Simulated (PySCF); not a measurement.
Sn(F)2(Cl)(Me), SMILES [CH3][Sn]([F])([F])[Cl] (CH₃ClF₂Sn) (PBE0/def2-SVP optimised geometry):

```
8

C      1.239    -0.604     0.000
Sn    -0.880    -0.604     0.000
F     -1.596     1.183     0.000
F     -1.587    -1.365     1.621
Cl    -1.920    -1.715    -1.756
H      1.596    -1.061    -0.931
H      1.577    -1.183     0.869
H      1.577     0.438     0.074
```

Level of theory: PBE0/def2-TZVP, def2 effective core potentials past Kr (PySCF).

Problem. What are the frontier orbital energies and the dipole moment?

Solution. HOMO-2 -10.08 eV, HOMO-1 -9.64 eV, HOMO -9.50 eV, LUMO -2.08 eV, LUMO+1 -0.12 eV; dipole moment 4.35 D.

On the same geometry PBE/def2-TZVP, def2 effective core potentials past Kr (PySCF 2.14.0) gives HOMO-2 -8.56 eV, HOMO-1 -8.14 eV, HOMO -8.06 eV, LUMO -3.04 eV, LUMO+1 -0.92 eV; dipole moment 4.18 D.
